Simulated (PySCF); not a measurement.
Polarisability and C₆ of Se⁺ (selenium, charge +1)

[Ar] 3d10 4s2 4p3, high-spin 4S determinant. Calculation: PySCF 2.14, in aug-pcseg-3 (8s7p5d3f2g, 93 functions); the non-relativistic Hamiltonian (point nucleus). Coupled (time-dependent) response in atomic units; α is the mean over directions.

| method | mean α (bohr³) | C₆ (like pair) | S(−4) |
| --- | --- | --- | --- |
| wB97X-V | 14.33 | 88.78 | 49.47 |

S(−4) is the Cauchy moment in α(ω) = α(0) + S(−4) ω² + …

α(iu) at wB97X-V:

| u (hartree) | α(iu) (bohr³) |
| --- | --- |
| 0 | 14.33 |
| 0.0500 | 14.21 |
| 0.100 | 13.86 |
| 0.200 | 12.62 |
| 0.300 | 11.03 |
| 0.500 | 7.980 |
| 0.750 | 5.311 |
| 1.00 | 3.703 |
| 1.50 | 2.090 |
| 2.00 | 1.367 |
| 3.00 | 0.7542 |
| 5.00 | 0.3598 |

A single London oscillator, α(iu) = α/(1 + u²/ω²), gives C₆ = (3/4) ω α². Matching the computed C₆ needs ω = 4 × 88.78 / (3 × 14.33²) = 0.576 hartree.

For an ion, C₆ is the dispersion term alone; charge-induced terms of lower order in 1/R come first.
